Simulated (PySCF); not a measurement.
HfF4, SMILES [F][Hf]([F])([F])[F], multiplicity 1. Geometry optimised at PBE0-D3(BJ)/def2-SVP. The multiplicity is an assumed one; other spin states were not compared. The isomer is the one that the SMILES or the coordinates give; other isomers of the formula were not compared. The def2 effective core potentials stand for the cores of Hf; spin–orbit coupling is left out.

Question: Give the equilibrium geometry at PBE0-D3(BJ)/def2-SVP (PySCF confirms it by a frequency run) as a Z-matrix, and its point group. (Estimate from the structure and the level; the computed values follow.)

Answer: point group Td.
```
Hf
F 1 1.9037
F 1 1.9037 2 109.47
F 1 1.9037 2 109.47 3 -120.00
F 1 1.9037 2 109.47 3 120.00
```
